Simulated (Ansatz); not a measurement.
Consider the formal exchange of groups at the Si–Si bond: `BCS[SiH2][SiH3]` + `CC(F)(F)Cl` → `BCS[SiH2]F` + `CC(F)([SiH3])Cl`.

Calculated with Ansatz (gas phase, PBE0-D4/def2-TZVP geometries, no zero-point term in ΔE). CBS: MP2 limit from def2 TZ/QZ plus the TZ coupled-cluster correction, frozen cores. DFT in def2-TZVPP. One conformer a species, not always the lowest.

`BCS[SiH2][SiH3]`:

Z-matrix (Å, degrees):
```
C
S 1 1.818
B 1 1.553 2 114.6
H 1 1.100 2 110.7 3 120.4
H 1 1.098 2 110.6 3 -123.8
Si 2 2.133 1 100.1 3 -178.7
H 3 1.195 1 122.6 2 4.4
H 3 1.197 1 117.7 2 -176.5
Si 6 2.342 2 111.2 1 65.6
H 6 1.492 2 110.3 1 -56.5
H 6 1.487 2 105.9 1 -174.4
H 9 1.487 6 109.8 2 65.8
H 9 1.489 6 111.3 2 -173.2
H 9 1.490 6 110.1 2 -53.4
```

`CC(F)(F)Cl`:

Z-matrix (Å, degrees):
```
C
C 1 1.499
H 1 1.088 2 109.7
H 1 1.089 2 109.7 3 -120.5
H 1 1.091 2 108.3 3 119.8
F 2 1.343 1 111.0 3 -179.1
F 2 1.343 1 111.0 3 -60.4
Cl 2 1.781 1 112.0 3 60.2
```

`BCS[SiH2]F`:

Z-matrix (Å, degrees):
```
C
S 1 1.822
B 1 1.553 2 114.8
H 1 1.099 2 110.0 3 119.9
H 1 1.097 2 110.6 3 -124.4
Si 2 2.104 1 100.2 3 176.5
H 3 1.194 1 122.6 2 4.9
H 3 1.197 1 117.5 2 -176.2
F 6 1.602 2 112.1 1 69.1
H 6 1.483 2 110.5 1 -48.3
H 6 1.479 2 107.2 1 -171.9
```

`CC(F)([SiH3])Cl`:

```xyz
11

C    -0.875   -0.954   -0.629
C     0.212    0.085   -0.588
F    -0.102    1.086   -1.481
Si    0.556    0.872    1.122
Cl    1.762   -0.648   -1.133
H    -0.976   -1.348   -1.642
H    -0.645   -1.775    0.050
H    -1.822   -0.498   -0.328
H    -0.694    1.526    1.592
H     0.940   -0.211    2.059
H     1.643    1.866    0.976
```

**Question.** Is it downhill or uphill in electronic energy at CCSD(T)/CBS, and by how much? (An estimate is asked.)

**Answer.** Computed: Downhill: ΔE = -160.6 kJ/mol.

**Question.** What do these levels give: ωB97M-V, HF/def2-SVP, MP2/def2-SVP, CCSD(T)/def2-SVP, CCSD/def2-TZVPP, SCS-MP2/def2-QZVPP? (An estimate is asked.)

**Answer.** Computed: ωB97M-V -154.8, HF/def2-SVP -131.0, MP2/def2-SVP -133.2, CCSD(T)/def2-SVP -121.9, CCSD/def2-TZVPP -155.0, SCS-MP2/def2-QZVPP -172.0 kJ/mol.

Largest T1 diagnostic among the species: 0.012.

From PBE to PBE0 (25 % exact exchange), in def2-TZVPP and without D4, ΔE moves by −3.9 kJ/mol. Leaving LDA and LC-ωPBE aside and taking each functional with its dispersion term where it has one, the values, not all of them listed here, spread over 28.9 kJ/mol, from B2PLYP to PBE-D4. LDA lies +5.5 kJ/mol from PBE without D4. At CCSD(T), def2-SVP lies +38.7 kJ/mol from the extrapolated value and def2-TZVPP +7.5 kJ/mol.
